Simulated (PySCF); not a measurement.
CF₂I, SMILES F[C](F)I (connectivity only; charge and spin as stated), charge +1, multiplicity 1. Coordinates come from a PBE0-D3(BJ)/def2-SVP optimisation. The multiplicity is an assumed one; other spin states were not compared. The isomer is the one that the SMILES or the coordinates give; other isomers of the formula were not compared. The def2 effective core potentials stand for the cores of I; spin–orbit coupling is left out.

Calculation: PBE0-D3(BJ)/def2-SVP run with PySCF.

Harmonic wavenumbers (cm⁻¹): 313, 363, 581, 735, 1398, 1551. Rotational constants (GHz): 11.99, 2.192, 1.853; symmetry number 2.

Task: Work out the zero-point energy and the ideal-gas rigid-rotor harmonic-oscillator thermochemistry at 298.15 K and 1 atm.

Result: ZPE = ½ Σ hcν = ½ × 4942 cm⁻¹ = 7.07 kcal/mol. H − E(el) = 10.08 kcal/mol. Entropy in cal/(mol K): translation 41.42, rotation 24.91, vibration 3.23, total 69.56. G − E(el) = -10.66 kcal/mol. Cp = 13.15 cal/(mol K).
